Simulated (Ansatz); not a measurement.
Total energies of AlH2I from Ansatz at PBE-D4/def2-TZVP, gas phase (1 Eh = 27.2114 eV = 2625.5 kJ/mol). The reference geometry is relaxed at PBE-D4/def2-TZVP.

```csv
state,geometry,energy (Eh)
charge 0 singlet,reference,-541.23109
charge 1 doublet,reference,-540.87906
charge 1 doublet,relaxed at PBE-D4/def2-TZVP,-540.88087
free Al atom (doublet),–,-242.22759
free H atom (doublet),–,-0.49962
free I atom (doublet),–,-297.66548
```

In the def2 sets I takes a core potential; there is no spin–orbit coupling.

Question: Work out the vertical ionisation energy to the doublet.

Answer: E(charge 1 doublet) − E(charge 0 singlet) = -540.87906 − (-541.23109) = 0.35203 Eh = 9.58 eV. For comparison, −ε of the highest occupied level is 6.55 eV at this level, 3.03 eV less.

Question: How much does the charge 1 doublet relax, and what is the adiabatic ionisation energy?

Answer: Relaxation: -540.87906 − (-540.88087) = 0.00181 Eh = 0.05 eV. Adiabatic ionisation energy: 0.35022 Eh = 9.53 eV, without zero-point energy. 

Question: What is the binding energy per atom against free atoms?

Answer: Atoms: 1 × (-242.22759) + 2 × (-0.49962) + 1 × (-297.66548) = -540.89231 Eh. Binding: -540.89231 − (-541.23109) = 0.33878 Eh = 9.22 eV, or 2.30 eV for each of 4 atoms (no zero-point energy, no counterpoise term).
